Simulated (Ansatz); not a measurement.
One geometry of the cluster Ag2O⁺, several levels of theory.

```yaml
crystal:
  periodic: [false, false, false]
  atoms:
    - {symbol: Ag, position_ang: [0.731327, -0.411176, 1.791915]}
    - {symbol: Ag, position_ang: [-0.370758, 0.506476, -1.876402]}
    - {symbol: O, position_ang: [-0.360569, -0.095300, 0.084487]}
basis:
  gaussian: {orbitals: def2-SVP, initial_orbitals: start.molden}
total_charge: 1
magnetization: {spin_polarized: true, initial_magnetization: 1}
hamiltonian: {xc: pbe0, dispersion: d4}
scf: {omitted_lower_state_checks: [starts]}
output: {orbitals: {seedname: orbitals}}
```

The file start.molden holds the orbitals of an earlier run on this structure, at another level or in another basis.

```sh
$ ansatz run in.yaml --threads 4 --pin off --events-out ev --progress --plain --max-ram 3916MiB
```

It prints (some lines left out):

```
Functional definition: PBE0
782 factors; integrals over basis functions are off by at most 1.1e-3 eV
mean field evaluation 1: about -10031.7639 eV, gradient 5.0e0 eV
mean field evaluation 2: about -10031.8027 eV, gradient 4.8e-2 eV
mean field evaluation 4: about -10031.8903 eV, gradient 1.4e-3 eV
mean field evaluation 8: about -10031.8903 eV, gradient 1.4e-5 eV
mean field -10031.89028877 eV, -368.6651682529 hartree, gradient 5.4e-6 eV, S^2 0.757848; 0 other end points of the search recorded, 0 dependent functions left out
reference -10031.89034068 eV, -368.6651701604 hartree; 23, 22 occupied and 53, 54 virtual orbitals, 782 factors
Total energy: -10031.94855703 eV, -368.6673095720 hartree
Checks for a lower state left out: starts
```

It took 1.9 s on 4 threads of Arm Neoverse V2 on a shared host.

The first input with `gaussian: {orbitals: def2-TZVP, initial_orbitals: start.molden}`, `hamiltonian: {xc: {name: r2SCANh}, dispersion: d4}` (abridged; 7 s):

```
Functional definition: r2SCANh
mean field -10039.37000580 eV, -368.9400427836 hartree, gradient 1.3e-6 eV, S^2 0.760976
Total energy: -10039.38579188 eV, -368.9406229115 hartree
Checks for a lower state left out: starts
```

The first input with `hamiltonian: {xc: pbe, dispersion: d4}` (abridged; 1.4 s):

```
Functional definition: PBE
mean field -10032.72008240 eV, -368.6956626062 hartree, gradient 3.4e-6 eV, S^2 0.757437
Total energy: -10032.78783498 eV, -368.6981524678 hartree
Checks for a lower state left out: starts
```

First input, but with `gaussian: {orbitals: def2-TZVP, initial_orbitals: start.molden}`, `output: {forces: true, orbitals: {seedname: orbitals}}` and without the key `scf` (abridged; 6 s):

```
Functional definition: PBE0
mean field evaluation 16: about -10030.2939 eV, gradient 3.1e1 eV
mean field evaluation 32: about -10035.1217 eV, gradient 8.9e-4 eV
mean field -10036.25699231 eV, -368.8256416480 hartree, gradient 6.1e-6 eV, S^2 0.758155; 4 other end points of the search recorded, 0 dependent functions left out
Total energy: -10036.31524626 eV, -368.8277824411 hartree
Atom 0 force     0.152706    -0.061374     0.294646 eV/Å
Atom 1 force    -0.032780     0.093071    -0.322747 eV/Å
Atom 2 force    -0.119926    -0.031697     0.028101 eV/Å
Dipole moment:     0.294872     0.077936    -0.069093 e Å
```

First input, but with `gaussian: {orbitals: def2-TZVP, initial_orbitals: start.molden}`, `hamiltonian: {xc: pbe}`, `correlation: {method: rpa}` and without the key `output` (abridged; 2.3 s):

```
Functional definition: PBE
mean field -10037.17506005 eV, -368.8593800153 hartree, gradient 2.4e-6 eV, S^2 0.757323
1 core orbitals not correlated: weight in the atoms' cores, before any rotation towards them, 1.000 or more for the frozen orbitals, at most 0.000 for the correlated occupied ones
Total energy: -10022.97904144 eV, -368.3376859537 hartree
Checks for a lower state left out: starts
```

First input, but with `gaussian: {orbitals: def2-TZVP, initial_orbitals: start.molden}`, `hamiltonian: {xc: r2scan, dispersion: d4}` (abridged; 6 s):

```
Functional definition: r2SCAN
mean field -10040.33013371 eV, -368.9753268337 hartree, gradient 9.0e-6 eV, S^2 0.761079
Total energy: -10040.34409139 eV, -368.9758397691 hartree
Checks for a lower state left out: starts
```

First input, but with `gaussian: {orbitals: def2-TZVP, initial_orbitals: start.molden}`, `hamiltonian: {xc: {name: BLYP}, dispersion: d4}` (abridged; 2.9 s):

```
Functional definition: BLYP
mean field evaluation 16: about -10036.8454 eV, gradient 8.9e-6 eV
mean field -10036.84536362 eV, -368.8472638948 hartree, gradient 8.9e-6 eV, S^2 0.757684
Total energy: -10036.99179282 eV, -368.8526450689 hartree
Checks for a lower state left out: starts
```

Geometry: r2SCAN-D4/def2-TZVP.

In the def2 sets Ag takes a core potential; there is no spin–orbit coupling. Correlated methods freeze 1 core orbital; core or outer-core shells of Ag are correlated, in sets that lack core-valence functions. The structure comes from a short search, and lower isomers may exist.
